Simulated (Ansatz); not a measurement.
(Cl)3Si-O-SiH3 (Si₂Cl₃OH₃), relaxed as a singlet with RKS PBE-D4/def2-SVP in Ansatz, starting from the GFN2-xTB geometry. Force threshold 0.02 eV/Å.

Start:

```xyz
9

Si   -0.123   -0.168   -1.512
Cl   -1.314   -1.753   -1.799
Cl    1.628   -0.399   -2.454
Cl   -1.038    1.519   -2.091
O     0.199   -0.062    0.051
Si    0.165    0.176    1.672
H     1.442   -0.367    2.118
H     0.036    1.618    1.855
H    -0.995   -0.564    2.158
```

| step | energy (eV) | largest force component (eV/Å) | SCF passes |
| --- | --- | --- | --- |
| 1 | -55381.1963 | 1.207 | 17 |
| 2 | -55381.4418 | 0.436 | 19 |
| 3 | -55381.4534 | 0.166 | 20 |
| 4 | -55381.4548 | 0.053 | 21 |
| 5 | -55381.4551 | 0.040 | 21 |
| 6 | -55381.4597 | 0.058 | 19 |
| 7 | -55381.4622 | 0.163 | 19 |
| 8 | -55381.4667 | 0.104 | 20 |
| 9 | -55381.4720 | 0.183 | 26 |
| 10 (rejected) | -55381.4690 | 0.151 | 19 |
| 11 | -55381.4777 | 0.015 | 20 |

Force components are those of the run's own axes.

End:

```xyz
9

Si   -0.043   -0.188   -1.498
Cl   -1.338   -1.775   -1.687
Cl    1.500   -0.399   -2.829
Cl   -1.066    1.555   -1.896
O     0.579   -0.144    0.018
Si    0.171    0.173    1.629
H     1.307   -0.321    2.469
H    -0.015    1.651    1.815
H    -1.097   -0.553    1.979
```

By distances, no bond broke or formed. The bond that changes most is Si1–Cl4, from 2.00 to 2.06 Å (atoms count from 1).

No frequencies were taken in this run, so the end may be a saddle point.

It took 15 s on 2 threads of AMD EPYC 7R13 on a shared host.
